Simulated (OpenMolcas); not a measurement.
Levels of Eu2+ by method

* Program: OpenMolcas 26.06
* Basis: ANO-RCC-VTZP [8s7p5d3f2g1h]
* Scalar Hamiltonian: DKH2, point nucleus
* Active space: 7 electrons in 7 orbitals (4f)
* State averaging: 2S+1 = 8 odd, 1 root; 2S+1 = 6 odd, 48 roots; 2S+1 = 4 odd, 96 roots kept (CI in the orbitals of an earlier block); 2S+1 = 2 odd, 25 roots kept (CI in the orbitals of an earlier block, 0 in the spin-orbit step)
* Spin-orbit coupling: state interaction with AMFI integrals over the reference wave functions, term energies averaged over their components

Methods on the same reference wave functions:
A. CASSCF
B. SS-CASPT2, IPEA 0.25 Eh, imaginary shift 0.1 Eh (closed shells correlated: 5s 5p)
C. MS-CASPT2, IPEA 0.25 Eh, imaginary shift 0.1 Eh (closed shells correlated: 5s 5p)

Energies in cm⁻¹ above 4f⁷ ⁸S°_7/2, the measured ground level; measured values from Martin, Zalubas and Hagan, Atomic Energy Levels: The Rare-Earth Elements, NSRDS-NBS 60 (1978).

```
       Level      A      B      C  Measured
 4f⁷ ⁸S°_7/2    0.0    0.0    0.0       0.0
 4f⁷ ⁶P°_7/2  35945  29940  29940     28200
 4f⁷ ⁶P°_5/2  36288  30190  30190          
 4f⁷ ⁶P°_3/2  37018  30940  30940          
 4f⁷ ⁶I°_7/2  39011  34750  34750          
 4f⁷ ⁶I°_9/2  39287  35040  35040          
4f⁷ ⁶I°_17/2  39396  35190  35190     32073
4f⁷ ⁶I°_11/2  39536  35310  35310     32180
4f⁷ ⁶I°_15/2  39669  35460  35460     32308
4f⁷ ⁶I°_13/2  39690  35480  35480          
 4f⁷ ⁶D°_9/2  44016  37770  37770          
 4f⁷ ⁶D°_1/2  44814  38650  38650          
 4f⁷ ⁶D°_7/2  45066  38840  38840          
 4f⁷ ⁶D°_3/2  45107  38920  38920          
 4f⁷ ⁶D°_5/2  45287  39080  39080
```

Deviations, from unrounded energies. A percentage is the sum of absolute deviations over the sum of measured energies, with the sign that they share, or ± where signs differ.

| Against measurement | Levels | A | B | C |
| --- | --- | --- | --- | --- |
| mean absolute deviation (cm-1) | 4 | 7400 | 2800 | 2800 |
| other terms of the ground configuration (%) | 4 | +23.9 | +8.9 | +8.9 |

B, C lie about equally close to measurement and A furthest from it. The largest miss of B in the table is 4f⁷ ⁶I°_15/2, by +3200 cm-1. The ranking rests on the paired levels alone, and a cruder setting can come out closer through cancelling errors.

Between B and C no level of the table moves by more than 5 cm-1.

The two smallest mean deviations differ by little beside CASPT2's spread within terms, so their order carries little weight.

From A to B the spin-free energies of the other terms of 4f⁷ shown, above ⁸S°, scale by factors of 0.83 to 0.89, as is usual when dynamic correlation screens the repulsion within a d or f shell.

The lowest spin-free term lies below A's lowest term by 0.576 hartree in B, 0.576 hartree in C.

CASPT2 does not keep the components of a term degenerate, so their means are used; among the terms shown or strongly mixed into the levels shown the widest spread is 420 cm-1 (4f⁷ ⁶I°, C). Only 96 quartet roots enter the spin-orbit mixing, so the splitting and order within the octet and the sextets are unsound, and g values and χT are rough. Without dynamic correlation excited terms often stand tens of per cent too high (terms of higher spin than the ground term too low), and those without a measured partner can miss by more than the paired ones (holds for A). Blocks of more than 70 roots (2S+1 = 4 odd) ran without multistate coupling (holds for C). Computed and measured levels are paired by configuration, term and J; levels that our copy of the source lacks, or whose pairing is in doubt (as where it misses far off the trend of its configuration), stay unpaired and out of the deviations. Levels of configurations outside the active space are missing. Levels that lie high or do not pair safely by name in every column are left out.

° marks odd parity.
